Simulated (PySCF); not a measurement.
From one molecule to another.

First species: C4H6SSi.
InChI=1S/C4H6SSi/c1-2-4-5-3-6-4/h1,4H,3,6H2/t4-/m1/s1

Second species: C₄H₆SSi.
SMILES: `[SiH3]C#C[C@@H]1CS1`

Levels: CAM-B3LYP/def2-SVPD for dipole moment, HOMO energy, LUMO energy, HOMO–LUMO gap, static isotropic polarisability and electronic spatial extent ⟨r²⟩ about the centre of nuclear charge; TDDFT CAM-B3LYP/def2-SVPD for lowest singlet excitation; TDA CAM-B3LYP/def2-SVPD for lowest triplet excitation (Tamm–Dancoff); GFN2-xTB for rotational constant A and rotational constant C. Geometries: GFN2-xTB. All species are isolated and taken at one optimised geometry, non-relativistic unless stated. Electronic properties by PySCF.

Which of the two has the higher HOMO–LUMO gap, and by how much?

The second: 8.36 eV against 8.08 eV, a difference of 0.28 eV.

Which of the two has the higher static isotropic polarisability, and by how much?

The second: 95.1 au against 89.1 au, a difference of 6.0 au.

Which has the higher rotational constant C?

The first: 1.474 GHz against 0.788 GHz, a difference of 0.686 GHz.

Which of the two has the higher ⟨r²⟩, and by how much?

The second: 1411 bohr² against 853 bohr², a difference of 558 bohr².

Which of the two has the higher HOMO energy, and by how much?

The first: -7.92 eV against -8.17 eV, a difference of 0.25 eV.

Which has the higher dipole moment?

The first: 2.07 D against 1.56 D, a difference of 0.51 D.

Which of the two has the higher rotational constant A, and by how much?

The second: 8.358 GHz against 3.435 GHz, a difference of 4.923 GHz.

On the first: The vertical singlet–triplet gap S1 − T1 is 0.44 eV (TDDFT singlet less Tamm–Dancoff triplet; S1: HOMO→LUMO, weight 0.86; T1: HOMO→LUMO, weight 0.79). The principal polarisabilities are 73.0, 87.2 and 107.3 au; their mean is the isotropic value.

On the second: No computed singlet falls in the visible range (750 to 380 nm, 1.65 to 3.26 eV); S1 lies 1.23 eV above its blue end. In wavenumbers S1 is 36200 cm⁻¹ (1 eV = 8065.54 cm⁻¹).

One conformer stands for the species.
